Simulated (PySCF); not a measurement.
Method: B3LYP-D3(BJ)/def2-TZVP in PySCF 2.14.0. Isolated molecules, 0 K electronic values unless said otherwise. B3LYP has the VWN-RPA correlation part, as in Gaussian. 

Reference species (SMILES): `[SiH3][Al]([SiH3])[SiH3]` (neutral, multiplicity 1).

```
Quantity         Result
-------------  --------
HOMO–LUMO gap   4.34 eV
LUMO           -2.78 eV
HOMO           -7.11 eV
```

Changed species: `[SiH3][Al]([I])[I]` (2 of 3 SiH3 replaced by I; the reference has 0 of 3 SiH3 replaced by I).

Question: Predict the effect on the HOMO–LUMO gap, LUMO and HOMO.

Answer: the HOMO–LUMO gap goes up by 0.75 eV, to 5.09 eV; the LUMO rises by 0.43 eV, to -2.35 eV; the HOMO drops by 0.33 eV, to -7.44 eV.
